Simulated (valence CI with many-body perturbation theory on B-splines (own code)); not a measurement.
## Lu XXIII: key properties

Level of theory: relativistic CI+MBPT: three valence electrons over a frozen Dirac-Fock core [Kr] 4d10, radial functions for each j: 8 s, 8 p, 9 d, 9 f, 6 g, 3 h, 2 i, with the one-electron correlation potential Σ1 (screened to all orders), the two-electron term Σ2, the three-electron term Σ3, Breit, model QED; selected single and double excitations, second order for the rest, scaled by the run's own slope (own B-spline code, finite nucleus).

No measured spectrum was set against this ion. As an estimate, terms of the open shell hold to a few per cent of their energy, and close levels can change places. Core correlation moves these levels by up to 44000 cm⁻¹, and in measured spectra 5 to 20 % of such shifts remained as error; rates that hang on mixing are uncertain with them.

Names give the largest LS component (configuration and term), which can be under half, so a name can repeat, a term be missing and a line seem to break the LS rules; names also repeat where a configuration has a term twice.

Rates and lifetimes use the calculated energies. Strong lines usually hold to 10 to 20 %, long lifetimes can be off by a factor of two.

Task: What is the ground level?

Result: 4f³ ⁴I°_9/2, composition 86 % 4f³ ⁴I° + 13 % 4f³ ²H°, g = 0.751.

Task: Name the longest-lived excited levels whose lifetime is computed, and their main decay.

Result: 4f³ ⁴G°_5/2 at 48558 cm⁻¹ lives 90.4 ms, mostly by M1 to 4f³ ⁴F°_3/2; 4f³ ⁴F°_7/2 at 45072 cm⁻¹ lives 51.3 ms, mostly by M1 to 4f³ ⁴I°_9/2; 4f³ ⁴S°_3/2 at 44604 cm⁻¹ lives 40.6 ms, mostly by M1 to 4f³ ⁴F°_3/2. The lifetime of 4f³ ⁴F°_3/2 is too uncertain to give, and may be longer.

Task: How well does LS coupling describe the low levels?

Result: Among the lowest 20 levels the leading LS term, summed over configurations, holds 72 % on average. For single configurations the figures are 72 % in LS and 71 % in jj coupling. Terms mix most in the J = 3/2 level at 65394 cm⁻¹, where the leading one holds 35 %.

Task: How is the term ⁴I° of the ground level split?

Result: J = 9/2 at 0, J = 11/2 at 14078, J = 13/2 at 26692, J = 15/2 at 38042 cm⁻¹.

Task: Where does the other parity begin?

Result: At 4f²5s ⁴H_7/2, 605950 cm⁻¹.

Task: What is the ionisation energy?

Result: 624.4 eV; NIST lists 630 ± 30 eV (theoretical).
